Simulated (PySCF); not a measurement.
AlClH4O2SSi, SMILES [SiH2]([S][Al]([OH])[OH])Cl. Atoms are numbered in the order given.

```xyz
10

Si     1.8220    -0.3534     0.2944
Cl     0.8269     0.1428    -1.5546
S      0.3176    -0.1170     1.7213
Al    -1.1414     0.1292     0.0200
O     -1.8981     1.6333    -0.2164
O     -1.9432    -1.2999    -0.4273
H      2.3227    -1.7344     0.0762
H      2.9504     0.6097     0.3820
H     -1.6129     2.4673     0.1575
H     -2.7397    -1.2980    -0.9606
```
Charge 0, spin multiplicity 1.

Geometry optimised at PBE0-D3(BJ)/def2-SVP. The structure was generated by enumeration; whether it is a known compound was not checked. One conformer was computed; it need not be the lowest.

Method: HF/def2-TZVP run with PySCF.

Atomic charges (e):

```json
[
 {"atom": "Si1", "Löwdin": "(withheld)", "Mulliken": "0.49", "IAO": "0.93"},
 {"atom": "Cl2", "Löwdin": "0.42", "Mulliken": "-0.26", "IAO": "-0.28"},
 {"atom": "S3", "Löwdin": "0.33", "Mulliken": "-0.44", "IAO": "-0.56"},
 {"atom": "Al4", "Löwdin": "(withheld)", "Mulliken": "0.93", "IAO": "1.29"},
 {"atom": "O5", "Löwdin": "(withheld)", "Mulliken": "-0.69", "IAO": "-0.91"},
 {"atom": "O6", "Löwdin": "(withheld)", "Mulliken": "-0.68", "IAO": "-0.91"},
 {"atom": "H7", "Löwdin": "-0.05", "Mulliken": "-0.01", "IAO": "-0.16"},
 {"atom": "H8", "Löwdin": "-0.05", "Mulliken": "-0.02", "IAO": "-0.16"},
 {"atom": "H9", "Löwdin": "0.18", "Mulliken": "0.34", "IAO": "0.37"},
 {"atom": "H10", "Löwdin": "0.18", "Mulliken": "0.34", "IAO": "0.37"}
]
```

Task: What belongs in the gaps? (Estimate from the structure and the level; the computed values follow.)

Result: 
- Si1, Löwdin: -0.10
- Al4, Löwdin: -0.57
- O5, Löwdin: -0.18
- O6, Löwdin: -0.17
